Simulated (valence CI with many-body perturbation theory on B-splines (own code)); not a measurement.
Level structure of Tm XXXIX

Level of theory: valence CI with perturbative core correlation (CI+MBPT): three valence electrons over a frozen Dirac-Fock core [Ar] 3d10, radial functions for each j: 9 s, 9 p, 8 d, 6 f, 3 g, 1 h, with the one-electron correlation potential Σ1, the two-electron term Σ2, the three-electron term Σ3, Breit, model QED; selected CI, second order for the rest, scaled by the run's own slope (own B-spline code, finite nucleus).

No measured spectrum was set against this ion. As an estimate, large intervals hold to a few tenths of a per cent, small ones and those within an open d or f shell to about a per cent.

Levels 1 to 37 of 37, with energies above the lowest level, (4s^2 4p1/2) J=1/2. "Leading %" is the weight of the configuration and term that name the level; weights of strongly mixed levels are sums over their largest components and can fall short, so below about 35 % the name and the second component can differ from the true leading terms, or belong to a minority configuration. In the jj column 3d3/2^4 stands for four electrons in 3d with j = 3/2. Lifetimes count E1, E2, E3, M1 and M2 decay at the calculated energies, and are blank where another channel may lead or the interval is too uncertain; long ones can be off by a factor of two.

```tsv
No.	Configuration	Term	J	E (Ry)	Leading %	Lifetime	Leading jj
1	4s2 4p	2P°	1/2	0.000	99		4s^2 4p1/2 (99 %)
2	4s2 4p	2P°	3/2	4.957	99	676 ns	4s^2 4p3/2 (99 %)
3	4s 4p2	4P	1/2	6.190	61	47.3 ps	4s 4p1/2^2 (96 %)
4	4s 4p2	4P	3/2	10.314	92	333 ps	4s 4p1/2 4p3/2 (99 %)
5	4s 4p2	2D	5/2	10.857	55	95.5 ps	4s 4p1/2 4p3/2 (97 %)
6	4s 4p2	2D	3/2	11.643	66	4.54 ps	4s 4p1/2 4p3/2 (94 %)
7	4s 4p2	2P	1/2	11.844	71	2.23 ps	4s 4p1/2 4p3/2 (95 %)
8	4s 4p2	4P	5/2	15.363	49	1.10 ns	4s 4p3/2^2 (80 %)
9	4s2 4d	2D	3/2	15.410	89	1.30 ps	4s^2 4d3/2 (89 %)
10	4s2 4d	2D	5/2	16.769	78	2.24 ps	4s^2 4d5/2 (78 %)
11	4s 4p2	2S	1/2	16.804	69	3.28 ps	4s 4p3/2^2 (98 %)
12	4s 4p2	2P	3/2	17.093	60	1.49 ps	4s 4p3/2^2 (92 %)
13	4p3	2P°	3/2	17.900	44	4.49 ps	4p1/2^2 4p3/2 (94 %)
14	4s 4p 4d	4F°	3/2	20.327	80	25.3 ps	4s 4p1/2 4d3/2 (98 %)
15	4s 4p 4d	4F°	5/2	20.736	50	48.6 ps	4s 4p1/2 4d3/2 (91 %)
16	4s 4p 4d	4D°	1/2	21.629	64	1.16 ps	4s 4p1/2 4d3/2 (96 %)
17	4s 4p 4d	4D°	3/2	21.645	36	1.22 ps	4s 4p1/2 4d3/2 (84 %)
18	4s 4p 4d	4P°	5/2	21.835	27	4.94 ps	4s 4p1/2 4d5/2 (86 %)
19	4p3	4S°	3/2	22.071	36	3.59 ps	4p1/2 4p3/2^2 (54 %)
20	4s 4p 4d	4F°	7/2	22.190	53	5.90 ps	4s 4p1/2 4d5/2 (94 %)
21	4p3	2D°	5/2	22.306	32	3.76 ps	4s 4p1/2 4d5/2 (65 %)
22	4p3	2P°	1/2	23.245	94	2.43 ps	4p1/2 4p3/2^2 (94 %)
23	4s 4p 4d	2F°	5/2	23.248	49	2.34 ps	4p1/2 4p3/2^2 (45 %)
24	4p3	2D°	3/2	23.491	24	1.34 ps	4s 4p1/2 4d5/2 (46 %)
25	4s 4p 4d	4D°	5/2	25.834	51	1.41 ps	4s 4p3/2 4d3/2 (93 %)
26	4s 4p 4d	4D°	3/2	25.846	42	1.55 ps	4s 4p3/2 4d3/2 (97 %)
27	4s 4p 4d	4P°	1/2	25.852	87	1.68 ps	4s 4p3/2 4d3/2 (98 %)
28	4s 4p 4d	4F°	7/2	25.971	39	1.72 ps	4s 4p3/2 4d3/2 (75 %)
29	4s 4p 4d	4F°	9/2	26.187	100	806 ns	4s 4p3/2 4d5/2 (100 %)
30	4s2 4f	2F°	5/2	26.608	44	2.30 ps	4s 4p3/2 4d3/2 (51 %)
31	4s 4p 4d	2D°	3/2	26.668	57	1.71 ps	4s 4p3/2 4d5/2 (51 %)
32	4p3	2P°	3/2	26.908	22	1.82 ps	4p3/2^3 (40 %)
33	4s 4p 4d	2D°	5/2	26.961	46	3.15 ps	4s 4p3/2 4d5/2 (98 %)
34	4s2 4f	2F°	7/2	27.125	49	4.91 ps	4s 4p3/2 4d5/2 (51 %)
35	4s 4p 4d	2P°	1/2	27.364	75	934 fs	4s 4p3/2 4d3/2 (89 %)
36	4s 4p 4d	2F°	7/2	27.475	89	2.98 ps	4s 4p3/2 4d5/2 (82 %)
37	4p2 4d	4F	3/2	27.679	38	8.49 ps	4p1/2^2 4d3/2 (98 %)
```

The ionisation energy to 4s2 1S_0 of the next ion comes out as 1762.2 eV (NIST: 1761 ± 4 eV (theoretical)). All 37 levels together are meant to be complete up to 27.735 Ry.
